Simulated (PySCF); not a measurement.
CH₈GeSi, SMILES [CH2]([GeH3])[SiH3]. Geometry optimised at B3LYP-D3(BJ)/def2-SVP.

Computed equilibrium geometry at B3LYP-D3(BJ)/def2-SVP (PySCF confirms it by a frequency run) as Cartesian coordinates in Å, and its point group:
point group Cs.
```xyz
11

Si    -0.2047     2.1033     0.0000
C      0.8853     0.5653     0.0000
Ge    -0.0915    -1.1489     0.0000
H      0.6230     3.3467     0.0000
H     -1.0783     2.1176    -1.2105
H     -1.0783     2.1176     1.2105
H      1.5410     0.5822     0.8866
H      1.5410     0.5822    -0.8866
H     -0.9848    -1.2445    -1.2549
H     -0.9848    -1.2445     1.2549
H      0.9038    -2.3291     0.0000
```
